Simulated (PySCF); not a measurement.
Species: C6H5FSi.
Atom-mapped SMILES: `[CH:1]#[C:2][C:3]1=[CH:4][C:5]([F:6])=[CH:7][SiH2:8]1`

Geometry (GFN2-xTB, Å), atoms numbered from 1 in this order:
```
atom  x, y, z in Å
C1     3.149    0.426    0.537
C2     1.972    0.221    0.391
C3     0.608    0.024    0.174
C4    -0.173   -0.795    0.909
C5    -1.558   -0.839    0.497
F6    -2.391   -1.640    1.192
C7    -1.952   -0.093   -0.543
Si8   -0.455    0.845   -1.182
H9     4.175    0.590    0.681
H10    0.164   -1.389    1.745
H11   -2.968   -0.087   -0.892
H12   -0.032    0.445   -2.523
H13   -0.544    2.293   -1.005
```

NICS = −σ at a ghost point: NICS(0) at the centroid of the ring atoms, NICS(1) 1 Å to either side along the normal of their mean plane, zz for the tensor component along that normal. Level: GIAO PBE0/pcSseg-1 (PySCF, non-relativistic, gas phase) on the GFN2-xTB geometry, one conformer.

Ring bond lengths (Å), with Mayer bond orders in brackets: C3–C4 1.349 (1.72), C4–C5 1.446 (1.10), C5–C7 1.339 (1.79), C7–Si8 1.878 (0.89), Si8–C3 1.908 (0.80).

Task: Give the NICS values of each ring in ppm.

Result: 
```
           ring                                                      type  NICS(0)  NICS(1), two faces  NICS(1)zz, two faces  rms pucker (Å)  centre to ring atoms, mean (Å)
C3–C4–C5–C7–Si8  5-membered ring with Si; formal bonds 2 double, 3 single     -1.8         -2.2 / -2.2             1.4 / 1.4            0.00                            1.34
```

Task: What do they say, and how far can they be read as aromaticity?

Result: 
- C3–C4–C5–C7–Si8: mean NICS(1)zz 1.4 ppm, near zero. Si8 has four or more neighbours, and the NICS criterion for π rings isn't applied.

Task: What is the mean of the two in-plane components of NICS at the second NICS(1) probe listed for ring C3–C4–C5–C7–Si8, 1 Å off the ring?

Result: The isotropic value is a third of the trace: (3 × -2.2 − (1.4))/2 = -4.0 ppm.

Task: What are the shieldings of the ring atoms and their hydrogens in the same run (means over atoms taken as equivalent)?

Result: 
```csv
atoms,environment,σ isotropic (ppm),"principal values of the symmetric part, first atom (ppm)"
C3,fully substituted alkene carbon,51.6,"-50.2, 37.7, 167.3"
C4,alkene CH carbon,30.2,"-90.3, 50.0, 131.0"
C5,vinylic C–F carbon,5.2,"-96.6, 53.3, 59.0"
C7,alkene CH carbon,87.9,"2.7, 94.1, 166.7"
Si8,SiH2 silicon,391.5,"352.0, 382.9, 439.6"
H10,vinylic hydrogen,24.54,"21.5, 23.6, 28.5"
H11,vinylic hydrogen,26.75,"24.8, 26.3, 29.1"
H12 (×2),Si–H hydrogen,27.02,"23.9, 24.9, 32.2"
```
